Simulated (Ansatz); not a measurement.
CH5SbSe, SMILES `[CH3][SbH][SeH]`. Charge 0, multiplicity 1. Sb takes the def2 core potential. The structure was optimised at the PBE0-D4/def2-TZVP level. It is one conformer, not always the lowest.

```xyz
8

C    -0.725   -0.940    0.479
Sb    0.883    0.484    0.675
Se    0.796    1.367   -1.730
H    -0.356   -1.805   -0.072
H    -1.563   -0.496   -0.055
H    -1.044   -1.254    1.474
H    -0.156    1.723    1.235
H     2.166    0.920   -2.008
```

**Question.** What is the dipole moment at B3LYP/def2-TZVPP? (An estimate is asked.)

**Answer.** The calculation gave: 1.70 D, with components (0.13, -1.22, 1.17) D in this frame, pointing from negative to positive charge.

**Question.** And with PBE, r2SCAN, ωB97M-V? (An estimate is asked.)

**Answer.** The calculation gave: PBE 1.61 D, r2SCAN 1.69 D, ωB97M-V 1.73 D.

**Question.** Give the Mulliken charges with B3LYP, PBE, r2SCAN in def2-TZVPP. (Best estimate.)

**Answer.** Computed: 
| atom | B3LYP | PBE | r2SCAN |
| --- | --- | --- | --- |
| C1 | -0.53 | -0.51 | -0.42 |
| Sb2 | 0.48 | 0.42 | 0.45 |
| Se3 | -0.28 | -0.28 | -0.30 |
| H4 | 0.13 | 0.13 | 0.10 |
| H5 | 0.13 | 0.13 | 0.10 |
| H6 | 0.12 | 0.12 | 0.10 |
| H7 | -0.11 | -0.09 | -0.10 |
| H8 | 0.06 | 0.07 | 0.07 |

B3LYP here is the variant with VWN-RPA as its local correlation; programs differ in this.
